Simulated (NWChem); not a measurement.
GaNH4O2; SMILES [OH][Ga]([OH])[NH2]

```xyz
8

Ga     0.0012     0.0010     0.0060
O     -1.2817    -1.2389    -0.0065
H     -2.1773    -0.8925    -0.0582
O      1.6753    -0.5964    -0.0073
H      1.7263    -1.5570    -0.0337
N     -0.2896     1.7813    -0.0382
H      0.4754     2.4290     0.1047
H     -1.1828     2.2037     0.1780
```
Atoms are numbered in this order, from 1.

The geometry was optimised at PBE0/def2-SVP.

List the 4 lowest vertical singlet excitations from CAM-B3LYP/def2-SVPD, TDA (NWChem).


| state | energy (eV) | oscillator strength | leading excitation (squared amplitude) |
|---|---|---|---|
| S1 | 5.69 | 0.024 | HOMO → LUMO (0.93) |
| S2 | 6.64 | 0.000 | HOMO−1 → LUMO (0.85) |
| S3 | 7.35 | 0.127 | HOMO−3 → LUMO (0.29) |
| S4 | 7.42 | 0.025 | HOMO−2 → LUMO (0.29) |
